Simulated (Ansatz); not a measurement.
Reaction (hydrogenolysis of a C–C bond): `C=CCC1BC1` + H₂ → `CC1BC1` + `C=C`

Program: Ansatz. Geometries: PBE0-D4/def2-TZVP. ΔE: electronic, gas phase. CCSD(T)/CBS is the MP2 limit (def2-TZVPP, def2-QZVPP) plus CCSD(T) − MP2 in def2-TZVPP, frozen cores. This one scheme is used for every species. Functionals use def2-TZVPP. B3LYP here is the variant with VWN-RPA as its local correlation; programs differ in this. One conformer a species, not always the lowest.

```csv
level,ΔE (kJ/mol)
B3LYP,-66.2
CCSD(T)/def2-TZVPP,-50.3
```

What does CCSD(T)/CBS give? (Best estimate.)

Computed: -49.8 kJ/mol. The listed levels differ from it by -16.4, -0.5 kJ/mol.

Largest T1 diagnostic among the species: 0.011.

In def2-TZVPP, CCSD(T) changes the Hartree–Fock value by +26.5 kJ/mol (the triples alone add +5.5 kJ/mol) and MP2 by +33.7 kJ/mol. The D4 term adds +13.8 kJ/mol with B3LYP and +7.9 kJ/mol with PBE0; it sums over pairs of atoms, weighted by their polarisabilities, and B3LYP, whose exchange is more repulsive, gets the larger term.
